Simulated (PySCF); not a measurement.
Species: C₆H₅NO.
SMILES: `C#C/C(=C\C#N)OC`

Torsions of this conformer, `[CH:1]#[C:2]/[C:3](=[CH:4]\[C:5]#[N:6])[O:7][CH3:8]`: C2–C3–O7–C8 -1°.

The closed-shell ground state was solved at several levels (PySCF, density fitting, gas phase, non-relativistic). Isolated species at its PBE0-D3(BJ)/def2-SVP geometry (one conformer only).

| level | basis functions | total energy (Eh) | HOMO (eV) | LUMO (eV) | gap (eV) | dipole (D) |
| --- | --- | --- | --- | --- | --- | --- |
| PBE0/pcSseg-1 | 161 | -361.0345 | -7.03 | -1.95 | 5.08 | 5.73 |
| B3LYP/pcJ-1 | 266 | -361.5176 | -6.80 | -2.12 | 4.68 | 5.69 |
| mPW1PW91/pcSseg-2 | 358 | -361.5373 | -7.07 | -2.01 | 5.06 | 5.67 |

(1) Estimate the row for wB97X-D/def2-SVPD, a basis of 203 functions; the other rows only guide the guess.

(2) Over all these levels, which gives the widest orbital gap and which the narrowest?

(3) How far do the dipole and the HOMO energy spread over the levels?

Results:

(1) Total energy -361.1137 Eh, HOMO -8.81 eV, LUMO -0.30 eV, gap 8.51 eV, dipole 5.65 D.

(2) wB97X-D/def2-SVPD (range-separated hybrid) has the widest, 8.51 eV, and B3LYP/pcJ-1 (global hybrid, 20 % exact exchange) the narrowest, 4.68 eV. Functional and basis both differ between the two, so the spread mixes both effects.

(3) The dipole runs from 5.65 to 5.73 D (mean 5.69 D) and the HOMO from -8.81 to -6.80 eV.

wB97X-D is run here without its empirical dispersion term; that term would change no orbital, density or response property at a fixed geometry.
